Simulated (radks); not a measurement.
All-electron atom: Hg LIII in [Ar] 3d10 (the NIST ground configuration). Method: scalar-relativistic Kohn-Sham, BLYP, spin-polarised, spherical densities, point nucleus; computed with a radial shooting solver on a logarithmic mesh with Libxc functionals.

Local quantities along the radius. ELF = 1/(1 + alpha^2) is the electron localisation function; alpha = (tau - tau_W)/tau_unif compares the Pauli kinetic energy density with that of the uniform gas (summed over spins); -r V(r) is the screened charge that the Kohn-Sham potential of spin up presents (atomic units); s = |grad rho|/(2 (3 pi^2)^(1/3) rho^(4/3)) is the reduced gradient. tau is taken from the large components.

r (bohr)    ELF    alpha  -r V(r)       s
0.001198  0.999  0.02297    79.56  0.8338
0.001487  0.999  0.02484    79.44  0.7587
0.00186   0.999  0.02755    79.28  0.6988
0.002309  0.999  0.03124    79.09  0.6562
0.002865  0.999  0.03653    78.85  0.6269
0.003556  0.998  0.04429    78.56  0.6098
0.004413  0.997  0.05608    78.22  0.6044
0.005477  0.994  0.07476    77.79  0.6109
0.006798  0.989   0.1059    77.28  0.6291
0.008437  0.975   0.1605    76.67  0.6588
0.01047   0.936   0.2614    75.94  0.6966
0.0131    0.824   0.4615    75.04  0.7318
0.01626   0.608   0.8036    74.03  0.7296
0.02018   0.394    1.241    72.86  0.6414
0.02504   0.331    1.420    71.51  0.4645
0.03108   0.439    1.130    70.01  0.3156
0.03858   0.633   0.7607    68.34  0.2882
0.04788   0.744   0.5863    66.48  0.3528
0.05942   0.711   0.6383    64.48  0.4503
0.07375   0.512   0.9770    62.37  0.5024
0.09226   0.341    1.390    60.14  0.3852
0.1145    0.454    1.097    58.10  0.2356
0.1421    0.691   0.6684    56.26  0.2779
0.1764    0.792   0.5118    54.72  0.4614
0.2189    0.761   0.5598    53.64  0.7846
0.2717    0.562   0.8835    52.98   1.419
0.3372    0.190    2.068    52.59   2.906
0.4185    0.017    7.586    52.39   7.125
0.5194    0.000    46.91    53.00   21.87

On this mesh the ELF has minima near r = 0.025, 0.092 bohr, which separate the shells, and maxima near 0.054 (0.75), 0.20 (0.79).
